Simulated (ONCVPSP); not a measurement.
# titanium (Ti): ONCV pseudisation with PBEsol, scalar-relativistic reference atom.

ONCVPSP 4.0.1 input, shortened (lines: element, Z, core and valence counts, functional; n l f; lmax; l rc ep ncon nbas qcut; lloc lpopt rc5 dvloc0; l nproj debl; icmod fcfact rcfact), PBEsol, scalar-relativistic:

```
  Ti 22.00    5    2  -116133      upf
    1    0    2.00
    2    0    2.00
    2    1    6.00
    3    0    2.00
    3    1    6.00
    3    2    2.00
    4    0    1.50
    2
    0    2.40    0.00    3    7    2.30
    1    2.25    0.43    3    7    3.10
    2    1.90    0.00    4    9    7.10
    4    1    1.70    0.00
    0    2    2.40
    1    2    3.50
    2    1    2.70
    3    3.75    1.30
```

* Cutoffs needed: 22 Ha and 25 Ha (the cutoffs (Ha) at which the residual kinetic energy of the hardest occupied pseudo-wave falls to 1 and 0.1 mHa per electron)
* Ghost test: no bound ghost flagged; GHOST(+) flagged for s at 51.3 eV, p at 126.7 eV
* Largest excitation error: -45 meV (all-electron minus pseudo) for 3d1 4s2, out of 4 test configurations
* rms error of d²Exc/dni dnj: 24.06 mHa without and 16.28 mHa with the model core
